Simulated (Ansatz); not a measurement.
BH₆NOSSi (`NB(S)O[SiH3]`), relaxed with RKS PBE0-D4/def2-TZVP in Ansatz from a PBE-D4/def2-SVP geometry. The force threshold is 0.005 eV/Å; the program also tests the step.

Total charge 0; spin multiplicity 1.

Start:

```xyz
11

N     1.405   -1.327   -0.732
B     0.614   -0.216   -0.365
S     1.025    1.520   -0.869
O    -0.508   -0.434    0.409
Si   -1.742    0.502    1.061
H     1.144   -2.267   -0.435
H     2.252   -1.282   -1.293
H     2.153    1.210   -1.565
H    -3.027    0.184    0.349
H    -1.437    1.969    0.928
H    -1.879    0.140    2.513
```

Q: By how much does the energy fall, and how many steps does the optimiser take? (Best estimate.)

A: Computed: 5.56 kJ/mol, in 7 steps.

Q: Which bonds change most? (Estimate.)

A: Ansatz gave: O4–Si5 from 1.680 to 1.642 Å; S3–H8 from 1.361 to 1.341 Å; Si5–H11 from 1.502 to 1.483 Å; Si5–H9 from 1.503 to 1.484 Å.

Q: Give the relaxed structure. (Estimate.)

A: The calculation gave: 
```xyz
11

N     1.382   -1.316   -0.721
B     0.613   -0.205   -0.351
S     1.040    1.511   -0.860
O    -0.497   -0.402    0.421
Si   -1.721    0.492    1.052
H     1.122   -2.242   -0.427
H     2.213   -1.271   -1.278
H     2.127    1.195   -1.578
H    -2.976    0.169    0.328
H    -1.436    1.945    0.932
H    -1.867    0.125    2.481
```
